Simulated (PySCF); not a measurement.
# Tc: excitation energy

Tc [Kr] 4d5 5s2 (6S) → Tc [Kr] 4d7 (4F), as a difference of total energies. Calculation: PySCF 2.14, in aug-cc-pVTZ-PP with ECP28MDF (6s6p5d3f2g, 88 functions); a scalar-relativistic core potential. Correlated levels: valence: 4s2 4p6 frozen. The calculations carry no spin-orbit coupling.

```tsv
method	excitation energy (eV)
UHF	3.659
LDA	2.074
PBE0	2.017
r2SCAN	2.420
HSE06	2.024
M06-2X	1.919
CAM-B3LYP	2.023
MP2 (valence)	2.423
SCS-MP2 (valence)	1.918
```

**Question.** Estimate what TPSS gives.

**Answer.** 1.727 eV, closest to SCS-MP2 (valence) among the rows shown.

**Question.** Estimate what PBE gives.

**Answer.** 1.797 eV, closest to SCS-MP2 (valence) among the rows shown.
